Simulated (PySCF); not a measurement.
**UHF on Ge²⁺ (germanium, charge +2)**

Configuration: [Ar] 3d10 4s2, closed-shell 1S. All numbers are calculated (PySCF 2.14, no relativity, point nucleus, in def2-TZVP (6s5p4d1f, 48 functions)).

```
Total energy                                     : -2074.488155 hartree
One-electron energy                              : -2872.1690 hartree
Hartree (Coulomb) energy                         : 874.6728 hartree
Exchange energy                                  : -76.9919 hartree
Kinetic energy                                   : 2074.39737 hartree
⟨S²⟩                                             : 0.0000
⟨L²⟩                                             : 0.000
Sum of ⟨r⟩                                       : 18.04 bohr
Sum of ⟨r²⟩                                      : 20.15 bohr²
Density at the nucleus (Gaussians lack the cusp) : 21900 bohr⁻³
Langevin diamagnetic susceptibility              : -16.0 ×10⁻⁶ cm³/mol
Time after the integrals                         : 0.2 s of wall time on 1 thread of AMD EPYC 7R43 64-Core Processor (shared host)
```

| shell | electrons | mean orbital energy (eV) | rms radius, mean of both spins (bohr) |
| --- | --- | --- | --- |
| 1s | 2 | -11047.5 | 0.0554 |
| 2s | 2 | -1439.1 | 0.231 |
| 2p | 6 | -1278.2 | 0.205 |
| 3s | 2 | -215.66 | 0.678 |
| 3p | 6 | -160.35 | 0.705 |
| 3d | 10 | -64.393 | 0.805 |
| 4s | 2 | -31.948 | 2.17 |
